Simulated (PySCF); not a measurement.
A PySCF script (with the pyscf-properties extension) for the NMR shieldings of SMILES BBCCn1cccc1, C6H11B2N, on a GFN2-xTB geometry:

```python
import basis_set_exchange as bse
import numpy as np
from pyscf import gto, dft
from pyscf.prop import nmr

atoms = """
B     3.962974   -0.459563   -0.506578
B     2.641592    0.482016   -0.484701
C     1.169596   -0.079459   -0.294966
C     0.072935    0.971539   -0.070361
N    -1.226426    0.363982    0.046636
C    -1.780110   -0.103353    1.195232
C    -2.978319   -0.693495    0.897541
C    -3.153457   -0.586962   -0.495121
C    -2.054453    0.063352   -0.987016
H     4.393069   -0.935545   -1.489003
H     4.590229   -0.690798    0.457812
H     2.727833    1.648833   -0.626524
H     0.914480   -0.648918   -1.195110
H     1.122746   -0.805276    0.521406
H     0.055308    1.675692   -0.907034
H     0.278212    1.530735    0.847030
H    -1.288254    0.026143    2.140117
H    -3.655872   -1.146208    1.594649
H    -3.989508   -0.944561   -1.063398
H    -1.807724    0.342526   -1.993344
"""
names = dict.fromkeys(["B", "C", "N", "H"], "pcSseg-1")
basis = {el: gto.basis.parse(bse.get_basis(n, elements=[el], fmt="nwchem")) for el, n in names.items()}
mol = gto.M(atom=atoms, basis=basis, charge=0, verbose=0)
mf = dft.RKS(mol, xc="PBE0")
mf.grids.level = 2
mf.grids.alignment = dft.numint.BLKSIZE   # the property module wants whole blocks of grid points
mf.conv_tol = 1e-9
mf.kernel()

calc = nmr.RKS(mf)   # GIAO
C = mf.mo_coeff
Co = C[:, mf.mo_occ > 0]
resp = mf.gen_response(singlet=True, hermi=2)
def vind(x):   # induced exchange potential for any number of trial vectors
    d = np.einsum("pi,xij,qj->xpq", C, 2 * x.reshape(-1, C.shape[1], Co.shape[1]), Co, optimize=True)
    return np.einsum("xpq,pi,qj->xij", resp(d - d.transpose(0, 2, 1)), C, Co, optimize=True).ravel()
mo1, _ = nmr.rhf.solve_mo1(calc, with_cphf=vind)
sigma = calc.kernel(mo1)
for i, s in enumerate(sigma):   # ppm
    w = np.linalg.eigvalsh((s + s.T) / 2)
    print("%2d %-2s iso %8.1f  s11 %8.1f  s22 %8.1f  s33 %8.1f" % (i, mol.atom_pure_symbol(i), w.mean(), *w))
```

Problem. What does it print?

Solution. 
```
 0 B  iso     -5.7  s11   -133.2  s22    -19.5  s33    135.7
 1 B  iso     -4.8  s11   -114.3  s22    -20.4  s33    120.3
 2 C  iso    149.8  s11    119.6  s22    158.6  s33    171.2
 3 C  iso    133.7  s11    104.8  s22    123.4  s33    172.8
 4 N  iso     72.1  s11    -12.5  s22     51.1  s33    177.7
 5 C  iso     65.1  s11     -6.7  s22     71.0  s33    131.1
 6 C  iso     72.3  s11     -7.3  s22     61.3  s33    162.9
 7 C  iso     72.0  s11     -7.8  s22     60.8  s33    162.8
 8 C  iso     65.4  s11     -6.4  s22     71.0  s33    131.5
 9 H  iso     21.7  s11      9.4  s22     25.9  s33     30.0
10 H  iso     21.7  s11      9.3  s22     25.7  s33     30.1
11 H  iso     22.0  s11     10.1  s22     26.9  s33     29.1
12 H  iso     29.7  s11     24.5  s22     30.0  s33     34.7
13 H  iso     29.2  s11     24.3  s22     29.5  s33     33.8
14 H  iso     27.6  s11     23.1  s22     27.2  s33     32.5
15 H  iso     27.7  s11     23.2  s22     27.5  s33     32.3
16 H  iso     25.2  s11     22.0  s22     25.8  s33     27.6
17 H  iso     25.3  s11     22.9  s22     25.7  s33     27.4
18 H  iso     25.3  s11     22.9  s22     25.7  s33     27.4
19 H  iso     25.1  s11     22.0  s22     25.8  s33     27.6
```

These numbers come from an equivalent density-fitted implementation of the same equations, which agrees with the script to about 0.01 ppm for H and up to a few tenths of a ppm for heavy atoms, so last digits may differ.

Size and cost of the density-fitted run: 208 basis functions, 68 s wall time on 1 thread of an Arm Neoverse N1, shared host; peak memory 0.89 GiB.
